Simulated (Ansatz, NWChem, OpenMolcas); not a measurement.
## SnNH2F (SMILES [NH2][Sn][F]): the HOMO–LUMO gap, rung by rung

SnNH2F has 5 atoms, charge 0, and is taken as a singlet. SMILES: `[NH2][Sn][F]`. The shape is that of a PBE0-D4/def2-TZVP optimisation. This is one conformer, not always the lowest.

Each level gives the HOMO–LUMO gap (eV). The values are calculated.

```csv
level,kind,program,value (eV),CPU time
HF/def2-SVP (core potential),Hartree–Fock,NWChem,10.90,8.9 s
SVWN5/def2-SVP (core potential),LDA,OpenMolcas,3.73,11 s
PBE/def2-SVP (core potential),GGA,OpenMolcas,3.74,19 s
revPBE/def2-SVP (core potential),GGA,Ansatz,3.75,4.1 s
M06-L/def2-SVP (core potential),meta-GGA,OpenMolcas,4.13,22 s
TPSSh/def2-SVP (core potential),hybrid meta-GGA,NWChem,4.65,22 s
wB97X/def2-SVP (core potential),range-separated hybrid,Ansatz,9.91,18 s
B2PLYP/def2-SVP (core potential),double hybrid,Ansatz,7.73,7.2 s
```

The values span 3.73 to 10.90 eV. Orbital gaps aren't excitation energies, and those of double hybrids come from the SCF part alone; they tend to grow with the share of exact exchange. Times are those of the runs behind each value, whatever else they computed, on shared processors of several kinds: orders of magnitude only.
